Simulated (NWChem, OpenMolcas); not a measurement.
## How basis sets differ on GaNH3 (SMILES [NH2][GaH])

GaNH3 has 5 atoms, charge 0, and is taken as a doublet. SMILES: `[NH2][GaH]`. The coordinates come from a PBE0-D4/def2-TZVP relaxation. This is one conformer, not always the lowest.

```xyz
5

N    -0.2119   -0.6840    0.0647
Ga    0.8155    0.7829    0.4170
H    -0.9468   -0.7013   -0.6251
H    -0.1152   -1.5693    0.5320
H     0.5082    2.0979   -0.4301
```

Each level gives the dipole moment (D). The values are calculated.

| level | kind | program | value (D) | CPU time |
| --- | --- | --- | --- | --- |
| UPBE0/pcseg-0 | global hybrid | NWChem | 1.47 | 3.1 s |
| UPBE0/pcseg-1 | global hybrid | NWChem | 1.11 | 8.7 s |
| UPBE0/def2-TZVP | global hybrid | OpenMolcas | 1.00 | 51 s |
| UPBE0/pcseg-2 | global hybrid | NWChem | 0.91 | 35 s |

All-electron rows without a relativistic Hamiltonian named are non-relativistic. The values span 0.91 to 1.47 D. Magnitudes only. Without the sets that lack polarisation functions the rows with a basis span only 0.91 to 1.11 D. CPU times are rough (shared hosts, several kinds of processor and program).
